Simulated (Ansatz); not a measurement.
BrH3SeSi (`[SeH][SiH2]Br`), relaxed with RKS PBE0-D4/def2-TZVP in Ansatz 0.2.0 from a PBE-D4/def2-SVP geometry. The force threshold is 0.005 eV/Å; the program also tests the step.

Total charge 0; spin multiplicity 1.

Start:

```xyz
6

Se   -1.251   -1.255    0.508
Si    0.116    0.531    0.094
Br    0.510    0.885   -2.089
H    -0.209   -2.229    0.089
H     1.453    0.354    0.750
H    -0.619    1.714    0.648
```

Task: How much energy does the relaxation release, and in how many steps? (Estimate.)

Result: The calculation gave: 0.02 eV, in 4 steps.

Task: Which bonds change most? (An estimate is asked.)

Result: Ansatz gave: Si2–Br3 from 2.246 to 2.221 Å; Se1–Si2 from 2.287 to 2.263 Å; Si2–H5 from 1.499 to 1.479 Å; Si2–H6 from 1.499 to 1.479 Å.

Task: Give the relaxed structure. (Best estimate.)

Result: Computed: 
```xyz
6

Se   -1.237   -1.245    0.496
Si    0.113    0.527    0.099
Br    0.500    0.875   -2.060
H    -0.203   -2.206    0.090
H     1.433    0.346    0.739
H    -0.607    1.702    0.636
```
